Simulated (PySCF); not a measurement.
# How methods differ on the ionisation energy of As²⁺

As²⁺ [Ar] 3d10 4s2 4p1 (2P) → As³⁺ [Ar] 3d10 4s2 (1S), as a difference of total energies. Calculation: PySCF 2.14, in aug-cc-pVQZ-PP with one added diffuse shell each of s, p, d, f, g type with ECP10MDF (8s7p6d4f3g, 114 functions); scalar relativity through the core potential. Correlated levels: valence: 3s2 3p6 3d10 frozen. The calculations carry no spin-orbit coupling.

```
           method  ionisation energy (eV)
              UHF                  27.487
              LDA                  28.134
              PBE                  27.976
             PBE0                  28.035
           r2SCAN                  28.266
             BLYP                  27.929
              M06                  27.884
           PBEsol                  27.978
    MP2 (valence)                  27.780
SCS-MP2 (valence)                  27.773
```

Q: How much does correlation contribute at MP2 (valence)?

A: 27.780 − (27.487) = 0.293 eV, measured against UHF.

The reference lies between the lowest fine-structure levels, while these numbers refer to the centres of the terms.

Errors of the correlated levels include the incompleteness of this basis and the frozen core.

For comparison: 28.349 ± 0.012 eV (measured; NIST Atomic Spectra Database, ionization energies).
